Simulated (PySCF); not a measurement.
**Telling isomers of C$_{4}$H$_{12}$OSi apart by NMR**

- structure optimised with GFN2-xTB
- shieldings: GIAO PBE0/pcSseg-1
- code: PySCF
- no solvent, one computed conformer, non-relativistic Hamiltonian, averaged over atoms made equivalent by symmetry, fast rotation or ring inversion

Chemical shifts δ = σref − σ; 1H (σref 31.72), 13C (σref 186.93) against TMS, all at this level. Where no couplings were computed, multiplicities follow the n + 1 count of equivalent neighbours, and m marks all less simple cases (inequivalent or close neighbours, rings, F or P nearby). Shifts are as computed. Against solution values, carbons near 30 ppm lie about +3 ppm off and those near 130 ppm about +5 ppm. Of 1211 compounds with measured shifts, 218 miss one by over three times the rms of a fit or turn the order of signals round; such compounds aren't used in these exercises.

(1) Tabulate the signals of `CC(C)CO[SiH3]`, `CC(C)(C)O[SiH3]` and their relative energies.

(2) What is the quickest way to tell CC(C)CO[SiH3] from CC(C)(C)O[SiH3]?

Answers

(1) 
| SMILES | carbon types | δC | δH | E rel. (kcal/mol) |
| --- | --- | --- | --- | --- |
| CC(C)CO[SiH3] | 1×CH 1×CH2 2×CH3 | 75.5, 35.6, 20.7 | 4.91 (s, 3H), 3.45 (d, 2H), 1.75 (m, 1H), 0.96 (d, 6H) | 3.7 |
| CC(C)(C)O[SiH3] | 1×C 3×CH3 | 72.2, 32.3 | 4.94 (s, 3H), 1.32 (s, 9H) | 0.0 |

Energies are electronic energies at PBE0/pcSseg-1 on these geometries, without zero-point or thermal terms, each for the one conformer computed, which needn't be the lowest.

(2) Count the carbon signals: 3 against 2. The first has an sp3 CH2 bonded to O at 75.5 ppm, the second a fully substituted sp3 carbon bonded to O (C) at 72.2 ppm.
